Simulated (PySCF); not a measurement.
**Sc (scandium, neutral) across methods**

[Ar] 3d1 4s2, 2D determinant. Computed with PySCF 2.14 in x2c-QZVPPall with one added diffuse shell each of s, p, d, f, g type (12s8p6d4f3g, 121 functions), with scalar relativity by spin-free X2C-1e.

```json
{"method": "UHF", "E (hartree)": "-763.29644", "mean ε 3d α (eV)": "-9.387", "mean ε 4s α (eV)": "-5.921", "mean ε 4s β (eV)": "-5.595", "Σ⟨r²⟩ (bohr²)": "52.75", "⟨S²⟩": "0.762"}
{"method": "PBE0", "E (hartree)": "-764.010", "mean ε 3d α (eV)": "-5.180", "mean ε 4s α (eV)": "-4.810", "mean ε 4s β (eV)": "-4.598", "Σ⟨r²⟩ (bohr²)": "49.82", "⟨S²⟩": "0.837"}
{"method": "PBE", "E (hartree)": "-763.978", "mean ε 3d α (eV)": "-3.507", "mean ε 4s α (eV)": "-4.160", "mean ε 4s β (eV)": "-3.949", "Σ⟨r²⟩ (bohr²)": "49.15", "⟨S²⟩": "1.043"}
{"method": "BHandHLYP", "E (hartree)": "-764.200", "mean ε 3d α (eV)": "-6.663", "mean ε 4s α (eV)": "-5.239", "mean ε 4s β (eV)": "-5.072", "Σ⟨r²⟩ (bohr²)": "50.29", "⟨S²⟩": "0.758"}
{"method": "wB97M-V", "E (hartree)": "-764.143", "mean ε 3d α (eV)": "-7.470", "mean ε 4s α (eV)": "-6.420", "mean ε 4s β (eV)": "-6.209", "Σ⟨r²⟩ (bohr²)": "49.95", "⟨S²⟩": "0.754"}
{"method": "M06", "E (hartree)": "-764.172", "mean ε 3d α (eV)": "-4.563", "mean ε 4s α (eV)": "-4.666", "mean ε 4s β (eV)": "-4.713", "Σ⟨r²⟩ (bohr²)": "48.59", "⟨S²⟩": "0.761"}
```

(1) Estimate the same row for LDA.

Answers

(1) E (hartree) = -762.221; mean ε 3d α (eV) = -3.575; mean ε 4s α (eV) = -4.329; mean ε 4s β (eV) = -4.096; Σ⟨r²⟩ (bohr²) = 49.01; ⟨S²⟩ = 0.909.
